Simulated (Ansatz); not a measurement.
Gas-phase electronic energies from Ansatz, PBE0-D4/def2-TZVP geometries. CCSD(T)/CBS is the MP2 limit (def2-TZVPP, def2-QZVPP) plus CCSD(T) − MP2 in def2-TZVPP, frozen cores. Functionals use def2-TZVPP. B3LYP here is the variant with VWN-RPA as its local correlation; programs differ in this. One conformer a species, not always the lowest.

Reaction (substitution at a C–Si bond): `C[SiH](C)C#N` + `FC([SiH3])S` → `CSC(F)[SiH3]` + `C[SiH2]C#N`

```csv
level,ΔE (kJ/mol),difference from CCSD(T)/CBS
PBE-D4,49.7,-2.1
r2SCAN-D4,52.8,1.0
PBE0-D4,51.8,0.0
B3LYP-D4,50.2,-1.6
ωB97X-V,50.0,-1.8
ωB97M-V,53.4,1.6
B2PLYP,50.4,-1.4
PBE,49.1,-2.7
r2SCAN,52.6,0.8
PBE0,51.2,-0.6
B3LYP,49.3,-2.5
HF/def2-TZVPP,48.8,-3.0
MP2/def2-TZVPP,52.8,1.0
SCS-MP2/def2-TZVPP,50.0,-1.8
CCSD/def2-TZVPP,53.3,1.5
CCSD(T)/def2-TZVPP,52.7,0.9
HF/def2-QZVPP,48.7,-3.1
MP2/def2-QZVPP,52.2,0.4
SCS-MP2/def2-QZVPP,49.5,-2.3
HF/CBS(def2),48.7,-3.1
MP2/CBS(def2),51.8,0.0
CCSD/CBS(def2),52.4,0.6
CCSD(T)/CBS,51.8,0
```

Largest T1 diagnostic among the species: 0.012.

In def2-TZVPP, CCSD(T) changes the Hartree–Fock value by +4.0 kJ/mol (the triples alone add −0.6 kJ/mol) and MP2 by +4.0 kJ/mol.
